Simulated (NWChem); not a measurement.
# HSeCl; SMILES Cl[SeH]

```xyz
3

Se    -0.0478    -0.7210     0.0000
H      1.4196    -0.8657     0.0000
Cl    -0.0084     1.4629     0.0000
```
Atoms are numbered in this order, from 1.

Level: PBE0/def2-SVP (NWChem), optimised geometry, unscaled harmonic frequencies. This build's default masses of Se (78.918 u) and Br (79.917 u) are each other's, which moves their modes by up to 0.6 %.

```csv
frequency (cm⁻¹),IR intensity (km/mol)
419,12.5
790,1.0
2440,10.3
```

```yaml
zero_point_energy: 5.2 kcal/mol
thermal correction to the enthalpy at 298.15 K (with zero-point energy): 7.8 kcal/mol
heat capacity Cv: 8.1 cal/(mol K)
entropy at 298.15 K and 1 atm (symmetry number 1): 63.0 cal/(mol K)
dipole_moment: 1.60 D
```

Rigid rotor and harmonic oscillator.
